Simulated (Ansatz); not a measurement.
Reaction (hydrogenolysis of the Si–Si bond): `C[SiH]([SiH3])[AsH2]` + H₂ → `C[SiH2][AsH2]` + SiH₄

Isolated molecules relaxed with PBE0-D4/def2-TZVP in Ansatz; ΔE leaves out vibrations. CCSD(T)/CBS adds triple-zeta CCSD(T) − MP2 to the extrapolated MP2 energy (def2 sets, frozen cores). This one scheme is used for every species. DFT in def2-TZVPP. For As outer-core shells are correlated without core-valence functions, which leaves a few kJ/mol of doubt a bond. Scalar relativity is left out up to krypton.

Q: Is it downhill or uphill in electronic energy at CCSD(T)/CBS, and by how much? (Best estimate.)

A: Ansatz gave: Downhill: ΔE = -0.14 eV.

Q: What do these levels give: PBE-D4, r2SCAN-D4, PBE0-D4, PBE, PBE0, MP2/def2-TZVPP, SCS-MP2/def2-TZVPP, CCSD(T)/def2-TZVPP, HF/def2-QZVPP, SCS-MP2/def2-QZVPP, HF/CBS(def2), MP2/CBS(def2)? (Best estimate.)

A: Computed: PBE-D4 0.01, r2SCAN-D4 -0.08, PBE0-D4 -0.06, PBE -0.08, PBE0 -0.14, MP2/def2-TZVPP -0.16, SCS-MP2/def2-TZVPP -0.24, CCSD(T)/def2-TZVPP -0.18, HF/def2-QZVPP -0.52, SCS-MP2/def2-QZVPP -0.22, HF/CBS(def2) -0.52, MP2/CBS(def2) -0.12 eV.

Largest T1 diagnostic among the species: 0.012.

From PBE to PBE0 (25 % exact exchange), in def2-TZVPP and without D4, ΔE moves by −0.06 eV. The D4 term adds +0.14 eV with B3LYP and +0.08 eV with PBE0; it sums over pairs of atoms, weighted by their polarisabilities, and B3LYP, whose exchange is more repulsive, gets the larger term.

B3LYP here is the variant with VWN-RPA as its local correlation; programs differ in this.
